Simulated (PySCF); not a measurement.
**Structure from NMR data**

An unknown has the formula C5H6B3NO3. Its calculated NMR data are:

1H NMR (600 MHz, computed): δ 9.05 (dd, J = 5.3, 1.2 Hz, 2H), 8.02 (dd, J = 5.3, 1.2 Hz, 2H), 4.78 (br, 2H).

13C{1H} NMR (computed): δ 156.2 (CH), 139.6 (C), 134.9 (CH).

Computational details: J: B3LYP/pcJ-1 (spin–dipole term only in couplings to heteroatoms), geometry: PBE0-D3(BJ)/def2-SVP, GIAO PBE0/pcSseg-1 shieldings, in PySCF 2.14 (no solvent, single conformer, equivalent nuclei averaged, no relativistic terms).

Referencing at the same level of theory: TMS for 1H and 13C.

Propose a structure and justify it.

Answers


3 carbon signals for 5 carbons: some carbons are equivalent by symmetry or fast rotation. Carbon types of the structure: 1 × C, 4 × CH, leaving 2 H on heteroatoms. δC 156.2: aromatic CH next to a ring nitrogen; the adjacent pyridine-type nitrogen withdraws density from it. δC 139.6: substituted aromatic carbon. δC 134.9: aromatic CH; the aromatic region. δH 9.05: hydrogen on an aromatic CH next to a ring nitrogen; ring current plus the neighbouring ring nitrogen. δH 8.02: hydrogen on an aromatic CH; the ring current deshields protons in the ring plane. δH 4.78: hydrogen on a boron bonded to 2 O, in a 6-membered ring. The protons at 8.02 and 9.05 share a coupling of 5.3 Hz (vicinal, an ortho-type coupling).

These data were computed for `InChI=1S/C5H6B3NO3/c1-3-9-4-2-5(1)8-11-6-10-7-12-8/h1-4,6-7H`.

The data come from this structure; uniqueness wasn't tested.

Hydrogens on boron are broadened and split by 11B (spin 3/2, 80 %) and 10B (spin 3). A carbon bonded to boron is broadened by the quadrupolar boron nucleus and is often missing from a measured spectrum. Splittings below 1 Hz are ignored in the labels, and close J values are merged. Unscaled 3J(H,H) at this level run about 10 % above measured values. Shifts are as computed. Against solution values, carbons near 30 ppm lie about +2 ppm off and those near 130 ppm about +5 ppm. Of 1313 compounds with measured shifts, 239 miss one by over three times the rms of a fit or turn the order of signals round; such compounds aren't used in these exercises.
